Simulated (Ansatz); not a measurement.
Computed with Ansatz on PBE0-D4/def2-TZVP structures; ΔE is electronic, products minus reactants. CCSD(T)/CBS is the MP2 limit (def2-TZVPP, def2-QZVPP) plus CCSD(T) − MP2 in def2-TZVPP, frozen cores. This one scheme is used for every species. DFT in def2-TZVPP. B3LYP here is the variant with VWN-RPA as its local correlation; programs differ in this. Each species was taken in one conformer, which may not be the lowest.

Reaction (ligand exchange at the Si–C bond): `C[SiH](F)CO` + CH₃NH₂ → `CN[SiH](C)F` + CH₃OH

```json
{"level": "PBE-D4", "ΔE (kcal/mol)": "-18.3", "difference from CCSD(T)/CBS": "2.4"}
{"level": "r2SCAN-D4", "ΔE (kcal/mol)": "-19.8", "difference from CCSD(T)/CBS": "0.9"}
{"level": "PBE0-D4", "ΔE (kcal/mol)": "-19.5", "difference from CCSD(T)/CBS": "1.2"}
{"level": "B3LYP-D4", "ΔE (kcal/mol)": "-20.6", "difference from CCSD(T)/CBS": "0.1"}
{"level": "ωB97X-V", "ΔE (kcal/mol)": "-20.0", "difference from CCSD(T)/CBS": "0.7"}
{"level": "ωB97M-V", "ΔE (kcal/mol)": "-20.1", "difference from CCSD(T)/CBS": "0.6"}
{"level": "B2PLYP", "ΔE (kcal/mol)": "-20.7", "difference from CCSD(T)/CBS": "0.0"}
{"level": "PBE", "ΔE (kcal/mol)": "-17.9", "difference from CCSD(T)/CBS": "2.8"}
{"level": "r2SCAN", "ΔE (kcal/mol)": "-19.7", "difference from CCSD(T)/CBS": "1.0"}
{"level": "PBE0", "ΔE (kcal/mol)": "-19.1", "difference from CCSD(T)/CBS": "1.6"}
{"level": "B3LYP", "ΔE (kcal/mol)": "-20.0", "difference from CCSD(T)/CBS": "0.7"}
{"level": "HF/def2-TZVPP", "ΔE (kcal/mol)": "-22.5", "difference from CCSD(T)/CBS": "-1.8"}
{"level": "MP2/def2-TZVPP", "ΔE (kcal/mol)": "-21.5", "difference from CCSD(T)/CBS": "-0.8"}
{"level": "SCS-MP2/def2-TZVPP", "ΔE (kcal/mol)": "-21.4", "difference from CCSD(T)/CBS": "-0.7"}
{"level": "CCSD/def2-TZVPP", "ΔE (kcal/mol)": "-20.9", "difference from CCSD(T)/CBS": "-0.2"}
{"level": "CCSD(T)/def2-TZVPP", "ΔE (kcal/mol)": "-20.6", "difference from CCSD(T)/CBS": "0.1"}
{"level": "HF/def2-QZVPP", "ΔE (kcal/mol)": "-22.7", "difference from CCSD(T)/CBS": "-2.0"}
{"level": "MP2/def2-QZVPP", "ΔE (kcal/mol)": "-21.6", "difference from CCSD(T)/CBS": "-0.9"}
{"level": "SCS-MP2/def2-QZVPP", "ΔE (kcal/mol)": "-21.5", "difference from CCSD(T)/CBS": "-0.8"}
{"level": "HF/CBS(def2)", "ΔE (kcal/mol)": "-22.7", "difference from CCSD(T)/CBS": "-2.0"}
{"level": "MP2/CBS(def2)", "ΔE (kcal/mol)": "-21.6", "difference from CCSD(T)/CBS": "-0.9"}
{"level": "CCSD/CBS(def2)", "ΔE (kcal/mol)": "-21.0", "difference from CCSD(T)/CBS": "-0.3"}
{"level": "CCSD(T)/CBS", "ΔE (kcal/mol)": "-20.7", "difference from CCSD(T)/CBS": "0"}
```

Largest T1 diagnostic among the species: 0.011.

In def2-TZVPP, CCSD(T) changes the Hartree–Fock value by +1.9 kcal/mol (the triples alone add +0.3 kcal/mol) and MP2 by +1.0 kcal/mol. From PBE to PBE0 (25 % exact exchange), in def2-TZVPP and without D4, ΔE moves by −1.2 kcal/mol.
